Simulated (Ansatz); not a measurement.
Start from `O[SiH](F)S[SiH2]F` and change one atom or group to get `O[SiH](F)[S][GeH3]`.

Ansatz, PBE0-D4/def2-TZVP geometries, multiplicity 1. Each molecule was computed in one conformer, which needn't be the lowest.

Scalar relativity is left out up to krypton.

```json
{"property": "LUMO energy (PBE0/def2-TZVPP) / eV", "`O[SiH](F)S[SiH2]F`": "-0.56"}
{"property": "LUMO energy (PBE/def2-TZVPP) / eV", "`O[SiH](F)S[SiH2]F`": "-1.42"}
{"property": "LUMO energy (ωB97M-V/def2-TZVPP) / eV", "`O[SiH](F)S[SiH2]F`": "1.26"}
{"property": "HOMO energy (PBE/def2-TZVPP) / eV", "`O[SiH](F)S[SiH2]F`": "-6.93"}
{"property": "HOMO–LUMO gap (PBE/def2-TZVPP) / eV", "`O[SiH](F)S[SiH2]F`": "5.51"}
{"property": "LUMO energy (B3LYP/def2-TZVPP) / eV", "`O[SiH](F)S[SiH2]F`": "-0.73"}
```

Question: Give the same properties after the change, and the shifts. (An estimate is asked.)

Answer: Ansatz gave: 
| property | `O[SiH](F)[S][GeH3]` | shift |
| --- | --- | --- |
| LUMO energy (PBE0/def2-TZVPP) / eV | -0.33 | 0.23 |
| LUMO energy (PBE/def2-TZVPP) / eV | -1.23 | 0.19 |
| LUMO energy (ωB97M-V/def2-TZVPP) / eV | 1.50 | 0.24 |
| HOMO energy (PBE/def2-TZVPP) / eV | -6.45 | 0.48 |
| HOMO–LUMO gap (PBE/def2-TZVPP) / eV | 5.22 | -0.29 |
| LUMO energy (B3LYP/def2-TZVPP) / eV | -0.59 | 0.14 |

With PBE0 the HOMO rises by 0.53 eV and the LUMO rises by 0.23 eV, so the gap narrows by about 0.30 eV. PBE moves the HOMO by 0.48 eV and ωB97M-V by 0.55 eV.

Positive LUMOs are unbound, so they and the gaps depend on the basis.

B3LYP here is the variant with VWN-RPA as its local correlation; programs differ in this.
